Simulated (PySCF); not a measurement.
Species: C5H8F2O.
Geometry (GFN2-xTB, Å), atoms numbered from 1 in this order:
```
atom  x, y, z in Å
F1    -1.3292   -0.8726   -1.2956
C2    -1.7719   -0.9274   -0.0163
F3    -3.0952   -1.2093   -0.0914
C4    -1.5611    0.4075    0.7087
O5    -0.2833    0.5426    1.2600
C6     0.7393    0.7400    0.3186
C7     2.1421    0.5838    0.8039
C8     1.5658   -0.4216   -0.1513
H9    -1.2690   -1.7675    0.4845
H10   -1.7845    1.2215    0.0036
H11   -2.2630    0.4479    1.5456
H12    0.5154    1.5308   -0.3939
H13    2.8863    1.2800    0.4511
H14    2.2680    0.2790    1.8301
H15    1.3320   -1.3981    0.2425
H16    1.9007   -0.4274   -1.1764
```

The closed-shell SCF was solved with PySCF and density fitting under several settings on one GFN2-xTB geometry (grid level 2 and gas phase unless stated).

| settings | basis functions | SCF cycles | E (Eh) | HOMO (eV) | LUMO (eV) | dipole (D) |
| --- | --- | --- | --- | --- | --- | --- |
| PBE0/6-31G | 88 | 14 | -469.5663 | -7.24 | 2.18 | 1.36 |
| revPBE/pcSseg-1 | 176 | 15 | -470.0135 | -5.85 | 0.56 | 1.10 |

Question: Estimate the row for these settings: PBE0/def2-SVPD, energy threshold 1e-11 Eh, level shift 0.3 Eh.

Answer: 
| settings | basis functions | SCF cycles | E (Eh) | HOMO (eV) | LUMO (eV) | dipole (D) |
| --- | --- | --- | --- | --- | --- | --- |
| PBE0/def2-SVPD, energy threshold 1e-11 Eh, level shift 0.3 Eh | 233 | 15 | -469.3892 | -7.50 | 0.89 | 1.40 |

Question: Over all rows, what range does the HOMO–LUMO gap span?

Answer: From 6.41 eV (revPBE/pcSseg-1) to 9.42 eV (PBE0/6-31G). The functional of the narrowest has no exact exchange, that of the widest 25 % exact exchange.

Question: And the dipole moment?

Answer: From 1.10 D (revPBE/pcSseg-1) to 1.40 D (PBE0/def2-SVPD, energy threshold 1e-11 Eh, level shift 0.3 Eh); the largest is 1.27 times the smallest, and the median is 1.36 D.

Question: Compare two rows with the functional PBE0: PBE0/6-31G and PBE0/def2-SVPD, energy threshold 1e-11 Eh, level shift 0.3 Eh. Which energy is lower, and by how much?

Answer: PBE0/6-31G (88 functions) lies 0.1771 Eh or 111 kcal/mol below PBE0/def2-SVPD, energy threshold 1e-11 Eh, level shift 0.3 Eh (233 functions). The smaller set gives the lower energy; the two sets aren't nested, so the variational bound doesn't order them by size.

Whole jobs, the steps after the SCF included, on Intel Xeon Platinum 8488C, one thread, shared host:

| settings | work after the SCF | wall time | peak memory |
| --- | --- | --- | --- |
| PBE0/6-31G | spin–spin couplings from 15 perturbed nuclei, spin–dipole term for 2 of them | 13 s | 0.61 GiB |
| revPBE/pcSseg-1 | shieldings, ring-centre shieldings, charges and field gradients | 35 s | 0.72 GiB |
| PBE0/def2-SVPD, energy threshold 1e-11 Eh, level shift 0.3 Eh | 6 singlets by TDA, 2 Tamm–Dancoff triplets, polarisability | 48 s | 1.0 GiB |

Cycle counts include a coarse-grid stage where the run had one.

One conformer stands for the species.
